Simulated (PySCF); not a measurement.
From one molecule to another.

First species: C5H9NOSi.
SMILES with atom numbers: `[CH3:1][Si:2]([CH3:3])([CH:4]=[O:5])[CH2:6][C:7]#[N:8]` (hydrogens: H9, H10, H11 on C1; H12, H13, H14 on C3; H15 on C4; H16, H17 on C6)

Second species: C4H9FSSi2.
InChI=1S/C4H9FSSi2/c1-6-7-4-2-3-8(4)5/h2,8H,3,7H2,1H3/t8-/m0/s1

Levels: B3LYP/def2-SVPD for dipole moment, HOMO energy, LUMO energy, HOMO–LUMO gap, static isotropic polarisability and electronic spatial extent ⟨r²⟩ about the centre of nuclear charge; TDDFT B3LYP/def2-SVPD for lowest singlet excitation; TDA B3LYP/def2-SVPD for lowest triplet excitation (Tamm–Dancoff); GFN2-xTB for rotational constant A and rotational constant C. Geometries: GFN2-xTB. All species are isolated and taken at one optimised geometry, non-relativistic unless stated. Electronic properties by PySCF.

The conformers computed, where there is a choice (atom-mapped SMILES and torsion angles):
- `[CH3:1][Si:2]([CH3:3])([CH:4]=[O:5])[CH2:6][C:7]#[N:8]`: C1–Si2–C4–O5 -142°, C1–Si2–C6–C7 61°
- `[CH3:1][S:2][SiH2:3][C:4]1=[CH:5][CH2:6][Si@@H:7]1[F:8]`: C1–S2–Si3–C4 -62°, S2–Si3–C4–C5 166°

Question: Which of the two has the higher S1 energy, and by how much?

Answer: The second: 4.36 eV against 3.14 eV, a difference of 1.22 eV.

Question: Which has the higher rotational constant C?

Answer: The first: 0.961 GHz against 0.620 GHz, a difference of 0.341 GHz.

Question: Which has the higher HOMO energy?

Answer: The second: -6.48 eV against -7.02 eV, a difference of 0.54 eV.

Question: Which has the higher rotational constant A?

Answer: The first: 2.612 GHz against 1.811 GHz, a difference of 0.801 GHz.

Question: Which has the higher ⟨r²⟩?

Answer: The second: 1845 bohr² against 1340 bohr², a difference of 505 bohr².

Question: Which has the higher static isotropic polarisability?

Answer: The second: 117.8 au against 92.3 au, a difference of 25.5 au.

Question: Which has the higher T1 energy?

Answer: The second: 4.09 eV against 2.46 eV, a difference of 1.63 eV.

Question: Which has the higher LUMO energy?

Answer: The second: -1.31 eV against -2.17 eV, a difference of 0.86 eV.

On the first: S1 lies 1.71 eV below the HOMO–LUMO gap; its leading configuration is HOMO→LUMO, weight 0.99. The dipole matches unit charges of opposite sign 0.53 Å apart (1 e·Å = 4.8032 D).

On the second: The dipole equals about 8.6 × 10⁻³⁰ C·m (1 D = 3.33564 × 10⁻³⁰ C·m).
